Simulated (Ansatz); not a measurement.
Converging the basis set for GeSe (Germanium monoselenide)

The species is GeSe (2 atoms), meant as a singlet with charge 0. SMILES: `[Ge-]#[Se+]`. The bond length is the measured one.

```xyz
2

Ge    0.0000    0.0000    0.0000
Se    0.0000    0.0000    2.1346
```

Program: Ansatz 0.2.0. Method: PBE0. Swept: basis set. Watched: the vertical energy of the triplet above the singlet. Each run: energy. Hardware: 1 thread of Intel Xeon Platinum 8488C (Sapphire Rapids), shared host.

The last row is the best point of the sweep, not the limit.

| basis set | basis functions | value (eV) | from the best (eV) | wall time |
| --- | --- | --- | --- | --- |
| aug-pcseg-0 | 52 | 2.9862 | +0.1382 | 8.2 s |
| aug-pcseg-1 | 72 | 2.9279 | +0.0799 | 10 s |
| aug-pcseg-2 | 118 | 2.8557 | +0.0076 | 22 s |
| aug-pcseg-3 | 186 | 2.8480 | 0.0000 | 52 s |

Q: For a target of 0.1 eV, where can one stop?

A: aug-pcseg-1: it is 0.0799 eV off and takes 10 s, against 52 s for aug-pcseg-3.

Q: Which is the coarsest setting good to 0.01 eV?

A: aug-pcseg-2: it is 0.0076 eV off and takes 22 s, against 52 s for aug-pcseg-3.
